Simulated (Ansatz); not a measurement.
Cl₂Sr, charge +1, doublet, geometry from GFN2-xTB of the parent state (such geometries of metal compounds can be far from the true shape) (a state made from the parent by changing its charge; the spin is typed, not shown lowest) (core potentials on Sr); PBE/def2-SVP run with Ansatz (a first-principles code).

Input for Ansatz:
Ansatz 0.2 input:
```yaml
crystal:
  periodic: [false, false, false]
  atoms:
    - {symbol: Sr, position_ang: [0.50354995, -0.98029751, 0.16357802]}
    - {symbol: Cl, position_ang: [0.31464289, 1.39392006, -1.09624314]}
    - {symbol: Cl, position_ang: [-1.44022513, 0.79733320, 0.73059816]}
basis:
  gaussian:
    orbitals: def2-SVP
hamiltonian:
  xc: pbe
total_charge: 1
magnetization: {spin_polarized: true, initial_magnetization: 1}
```

Q: What does Ansatz print? Leave out banner, timings and long lists.

A: 
```
Functional definition: PBE
671 factors; their error is unknown
mean field evaluation 1: about -25853.7639 eV, gradient 2.8e1 eV
mean field evaluation 2: about -25786.5309 eV, gradient 1.1e2 eV
mean field evaluation 4: about -25858.5120 eV, gradient 3.8e0 eV
mean field evaluation 8: about -25858.6045 eV, gradient 3.3e-2 eV
mean field evaluation 16: about -25858.5595 eV, gradient 2.6e-5 eV
mean field -25858.55953663 eV, -950.2845354099 hartree, gradient 2.6e-5 eV, S^2 0.751888; 0 other end points of the search recorded, 0 dependent functions left out
reference -25858.55959629 eV, -950.2845376025 hartree; 22, 21 occupied and 37, 38 virtual orbitals, 671 factors
Total energy: -25858.55959629 eV, -950.2845376025 hartree
```
